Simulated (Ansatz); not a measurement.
Isolated molecules relaxed with PBE0-D4/def2-TZVP in Ansatz; ΔE leaves out vibrations. CCSD(T)/CBS adds triple-zeta CCSD(T) − MP2 to the extrapolated MP2 energy (def2 sets, frozen cores). This one scheme is used for every species. Functionals use def2-TZVPP. For Br outer-core shells are correlated without core-valence functions, which leaves a few kJ/mol of doubt a bond. Scalar relativity is left out up to krypton.

Consider the ligand exchange at the Al–C bond: `[CH3][AlH][C]#N` + HBr → `[CH3][AlH][Br]` + `C#N`.

```csv
level,ΔE (kJ/mol)
r2SCAN,-96.8
CCSD/def2-TZVPP,-93.1
```

Task: What does CCSD(T)/CBS give? (An estimate is asked.)

Result: Ansatz gave: -96.5 kJ/mol. The listed levels differ from it by -0.3, 3.4 kJ/mol.

Largest T1 diagnostic among the species: 0.014.

At CCSD(T), def2-SVP lies +3.2 kJ/mol from the extrapolated value and def2-TZVPP +4.2 kJ/mol. From BLYP to BHLYP (50 % exact exchange), in def2-TZVPP and without D4, ΔE moves by −7.1 kJ/mol.
